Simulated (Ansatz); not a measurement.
Relaxation of BF₂H₃S (7 atoms, charge 0, multiplicity 1), to a largest force component of 0.03 eV/Å in at most 50 steps.

The calculation used RKS revPBE-D4/def2-SVP in Ansatz 0.2.0.

```xyz
7
Properties=species:S:1:pos:R:3:forces:R:3
B 0.062 0.590 -0.125 -0.13 0.62 0.11
F -0.181 -0.570 2.102 0.08 -0.35 -0.05
F 1.276 0.107 -0.373 0.08 -0.05 0.01
H -0.939 0.037 -0.517 -0.05 -0.05 -0.01
S -0.118 2.297 0.615 0.16 -0.65 -0.15
H 1.229 2.479 0.772 -0.09 0.02 0.05
H -0.417 0.318 2.268 -0.05 0.46 0.04
```

Problem. Where does it end, and by what steps?

Solution. It converged. After 9 steps the energy has fallen by 0.042 eV; H7 moved furthest, 0.19 Å.

| step | energy less start (eV) | largest force component (eV/Å) | accepted |
| --- | --- | --- | --- |
| 0 | 0.0000 | 0.652 | yes |
| 1 | -0.0219 | 0.566 | yes |
| 2 | -0.0201 | 0.951 | no |
| 3 | -0.0337 | 0.624 | yes |
| 4 | -0.0342 | 0.431 | yes |
| 5 | -0.0386 | 0.257 | yes |
| 6 | -0.0404 | 0.130 | yes |
| 7 | -0.0414 | 0.060 | yes |
| 8 | -0.0418 | 0.069 | yes |
| 9 | -0.0419 | 0.025 | yes |

```xyz
7
Properties=species:S:1:pos:R:3
B 0.051 0.581 -0.181
F -0.183 -0.494 2.205
F 1.269 0.096 -0.424
H -0.945 0.034 -0.603
S -0.148 2.198 0.666
H 1.180 2.399 0.903
H -0.312 0.443 2.175
```

Whether the end is a true minimum wasn't checked by a vibrational analysis.

Run time: 20 s on 1 thread of Arm Neoverse V1 (shared host), peak memory 0.14 GiB.
